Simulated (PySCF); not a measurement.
(3R,6S)-3,6-dimethyl-1,4-dioxane-2,5-dione, C₆H₈O₄.
SMILES with atom numbers: `[CH3:1][C@@H:2]1[O:3][C:4](=[O:5])[C@@H:6]([CH3:7])[O:8][C:9]1=[O:10]` (hydrogens: H11, H12, H13 on C1; H14 on C2; H15 on C6; H16, H17, H18 on C7)

The same species was optimised twice, with GFN2-xTB and with PBE0-D3(BJ)/def2-SVP (PySCF), and the same property calculations (PySCF, gas phase) were run on both structures.

```
  coordinate  GFN2-xTB  PBE0-D3(BJ)/def2-SVP  change
   C1–C2 (Å)     1.523                 1.508  -0.015
   C6–C7 (Å)     1.531                 1.520  -0.011
   C2–C9 (Å)     1.532                 1.523  -0.009
   C4–C6 (Å)     1.527                 1.520  -0.007
   O3–C4 (Å)     1.330                 1.338  +0.008
   O8–C9 (Å)     1.332                 1.338  +0.006
   C4=O5 (Å)     1.197                 1.195  -0.002
  C9=O10 (Å)     1.197                 1.195  -0.002
   C2–O3 (Å)     1.428                 1.427  -0.001
   C6–O8 (Å)     1.426                 1.425  -0.001
C4–C6–C7 (°)     110.2                 111.9    +1.7
C1–C2–C9 (°)     110.9                 112.0    +1.1
C2–O3–C4 (°)     120.5                 119.6    -0.9
C4–C6–O8 (°)     112.4                 113.0    +0.6
C2–C9–O8 (°)     116.1                 115.8    -0.3
C7–C6–O8 (°)     111.8                 111.6    -0.2
O3–C2–C9 (°)     112.4                 112.1    -0.3
O3–C4–O5 (°)     121.3                 121.5    +0.2
```

Rotational constants: A = 2033, B = 1250, C = 914.7 MHz (GFN2-xTB) against A = 2048, B = 1252, C = 902.1 MHz (PBE0-D3(BJ)/def2-SVP). Point groups within 0.08 Å: C1 and C1.

On the GFN2-xTB structure: HOMO (eV) -8.24 [PBE0/pcSseg-1]; LUMO (eV) -0.54 [PBE0/pcSseg-1]; dipole (D) 2.82 [PBE0/pcSseg-1]; GIAO shielding of C1/C7 (mean) (ppm) 166.8 [PBE0/pcSseg-1]; GIAO shielding of C2/C6 (mean) (ppm) 110.2 [PBE0/pcSseg-1]; GIAO shielding of O3/O8 (mean) (ppm) 113.2 [PBE0/pcSseg-1]; GIAO shielding of C4/C9 (mean) (ppm) 16.4 [PBE0/pcSseg-1]; GIAO shielding of O5/O10 (mean) (ppm) -112.8 [PBE0/pcSseg-1].

**Question.** What do these properties become on the PBE0-D3(BJ)/def2-SVP structure?

**Answer.** 
| property | level | on GFN2-xTB | on PBE0-D3(BJ)/def2-SVP | change |
| --- | --- | --- | --- | --- |
| HOMO (eV) | PBE0/pcSseg-1 | -8.24 | -8.26 | -0.02 |
| LUMO (eV) | PBE0/pcSseg-1 | -0.54 | -0.56 | -0.02 |
| dipole (D) | PBE0/pcSseg-1 | 2.82 | 2.55 | -0.27 |
| energy, GFN2-xTB geometry as zero (kcal/mol) | PBE0/pcSseg-1 | 0.0 | -0.6 | -0.6 |
| GIAO shielding of C1/C7 (mean) (ppm) | PBE0/pcSseg-1 | 166.8 | 165.9 | -0.9 |
| GIAO shielding of C2/C6 (mean) (ppm) | PBE0/pcSseg-1 | 110.2 | 111.2 | +1.0 |
| GIAO shielding of O3/O8 (mean) (ppm) | PBE0/pcSseg-1 | 113.2 | 111.5 | -1.7 |
| GIAO shielding of C4/C9 (mean) (ppm) | PBE0/pcSseg-1 | 16.4 | 15.4 | -1.0 |
| GIAO shielding of O5/O10 (mean) (ppm) | PBE0/pcSseg-1 | -112.8 | -113.6 | -0.8 |

The heavy atoms differ by 0.063 Å rms after alignment. Among bonds between heavy atoms C1–C2 changes most (-0.015 Å). Changes are differences of the printed values. Neither structure is proved a minimum here.
